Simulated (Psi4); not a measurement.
Dimer: CH4 (SMILES C) (first 5 atoms) with C2H3N (SMILES CC#N); geometry from B3LYP-D3(BJ)/def2-TZVP, rigid monomers moved along the line of their centres of mass till C1···H10 is 5.13 Å.
(charge 0, multiplicity 1):
```xyz
11

C     -0.0310     0.4262     0.1798
H      0.1344     0.2525    -0.8824
H      0.5139     1.3196     0.4845
H     -1.0971     0.5682     0.3565
H      0.3241    -0.4320     0.7477
C     -0.4049    -0.0145     6.2254
C      0.2310    -1.2999     5.9875
N      0.7340    -2.3151     5.7936
H      0.1956     0.5804     6.9139
H     -0.5066     0.5283     5.2858
H     -1.3951    -0.1595     6.6579
```

All values below come from SAPT0/jun-cc-pV(D+d)Z in Psi4.

Give the four SAPT terms and the total, and say what mostly holds the pair together.

electrostatics -0.03, exchange 0.00, induction -0.01, dispersion -0.05, total -0.09 kcal/mol; the largest attraction is dispersion.
